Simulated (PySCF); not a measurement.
Two-component Hartree-Fock for Ru¹⁷⁺ (ruthenium, charge +17)

Start: [Ar] 3d9; 3d3/2 filled at m_j = -1/2, +1/2, +3/2; 3d5/2 filled at m_j = -5/2, -3/2, -1/2, +1/2, +3/2, +5/2. Calculated with PySCF 2.14 in an even-tempered Gaussian basis (17 s from 1.7 bohr⁻², ratio 2.8; 13 p from 2.2 bohr⁻², ratio 2.8; 8 d from 2.2 bohr⁻², ratio 2.8; 4 f from 11 bohr⁻², ratio 3): generalised Hartree-Fock with the X2C-1e Hamiltonian and a Gaussian nucleus; one run each with spin-orbit coupling (SO) screened by Boettger's factors, then bare. This is a chosen level, not necessarily the ground level.

```csv
spinor shell,electrons,"ε, screened SO (eV)","ε, bare SO (eV)",weight of nominal j (bare SO),"rms radius, bare SO (bohr)"
1s1/2,2,-22700.8,-22700.8,1.000,0.0384
2s1/2,2,-3732.1,-3732.1,1.000,0.157
2p1/2,2,-3474.8,-3479.5,1.000,0.137
2p3/2,4,-3344.0,-3342.0,1.000,0.141
3s1/2,2,-1033.8,-1033.8,1.000,0.422
3p1/2,2,-930.49,-931.34,0.993,0.415
3d3/2,3,-736.52,-737.33,0.962,0.397
3d5/2,6,-731.99,-731.49,0.981,0.400
```

Q: Where does 3p3/2 lie, and what is the 3p spin-orbit splitting (bare SO)?

A: At -909.35 eV, 21.995 eV above 3p1/2.

```csv
quantity,screened SO,bare SO
E (hartree),-4409.07942,-4409.11619
M_J,3/2,3/2
⟨J²⟩,3.750,3.750
⟨L²⟩,6.007,6.008
⟨S²⟩,0.757,0.757
```

Each row is a mean over spinors that exchange with the open shell spreads, by up to 12.300 eV (3p1/2).

Breit and QED terms are absent; they matter most for the inner s and p1/2 levels.

Densities and radii are taken from the X2C orbitals without a picture-change correction, which distorts them close to the nucleus.
